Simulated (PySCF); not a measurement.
NbF4Cl, SMILES [F][Nb]([F])([F])([F])[Cl], multiplicity 1.

Coordinates come from a B3LYP-D3(BJ)/def2-SVP optimisation. The multiplicity is an assumed one; no other spin state was optimised. The structure was generated by enumeration; whether it is a known compound was not checked. The def2 effective core potentials stand for the cores of Nb; spin–orbit coupling is left out.

Level of theory: M06-2X/def2-TZVP in PySCF.

Gas-phase values at a fixed geometry.

Computed frontier levels, gap, dipole moment and polarisability:
```yaml
highest_occupied_level: -12.47 eV
lowest_empty_level: -2.74 eV
orbital_gap: 9.73 eV
dipole_moment: 1.61 D
quadrupole, principal values (traceless, Buckingham form, about the centre of nuclear charge): -3.81, -3.81, 7.61 D·Å
mean_static_polarisability: 50.3 bohr³ (7.45 Å³)
polarisability_principal_values: 45.8, 45.8, 59.2 bohr³
```
